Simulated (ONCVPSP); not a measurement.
## As, ONCV: configuration errors across variants

As (Z = 33), optimised norm-conserving Vanderbilt (ONCV), made with ONCVPSP 4.0.1 (LDA (Perdew-Wang 92), fully relativistic). Core [Ar], reference 3d10 4s2 4p1 (charge +2). Waves: 4s: rc 1.65 bohr, ncon 4, nbas 9, qcut 4.1 1/bohr, 3 projectors, debl 2.3 Ha; 4p: rc 1.70 bohr, ncon 4, nbas 7, qcut 4.7 1/bohr, 2 projectors, debl 1.7 Ha; 3d: rc 0.80 bohr, ncon 4, nbas 9, qcut 19.4 1/bohr, 2 projectors, debl 1.4 Ha. Local part: polynomial inside 0.65 bohr (lpopt 4, dvloc0 3 Ha). Core correction: none.

Open shells are filled in proportion to 2j + 1.

In the d channel the program set the typed energies aside and used -2.276, 0.250 Ha (j = l + 1/2; the other j can differ).

All-electron excitation energies from the reference (eV): (1) 3d10 4s2 4p3 -27.484; (2) 3d10 4s2 4p2 -18.161; (3) 3d10 4s2 4p0 28.041; (4) 3d10 4s1 4p0 79.152.

3 further variants failed, have other tests or another functional or relativity, and are left out.

A true bound ghost makes a file unfit for plane-wave use even where its test errors are small: the radial tests pick states by their node count and pass the ghost by.

Errors AE − PS in meV (a dash: test not solved or not reliable):

```csv
change,(1),(2),(3),(4),bound ghosts,GHOST(+) flags above zero
base,+4.6,+2.0,+5.1,+34,none,"s, p3/2, p1/2"
s: rc 2.08,+9.4,+4.0,+9.5,-6.9,none,"s, p3/2, p1/2"
"local potential polynomial inside 0.65 bohr (lpopt 4, dvloc0 -0.5 Ha)",+4.7,+2.0,+5.1,+34,s,"p3/2, p1/2"
s: nproj 1,+6.8,+2.9,+7.0,+42,s,"p3/2, p1/2"
"s: ncon 3, nbas 8",+5.3,+2.3,+5.7,+31,none,"s, p3/2, p1/2"
"all radii scaled by about 1.12 (s 1.84, p 1.90, d 0.90 bohr); local potential polynomial inside 0.72 bohr (lpopt 4, dvloc0 3 Ha)",+5.2,+2.3,+5.4,+18,none,"s, p3/2, p1/2"
"core correction Teter function, fcfact 3.5, rcfact 1.5",+3.6,+1.5,+3.6,+16,none,"s, p3/2, p1/2"
d: qcut 25.9,+4.6,+2.0,+5.1,+33,none,"s, p3/2, p1/2"
```

(1) Give the same row for: d: rc 1.02.

Results:

(1) +4.8, +2.1, +5.3, +36; bound ghosts: none; GHOST(+) flags above zero: s, p3/2, p1/2.
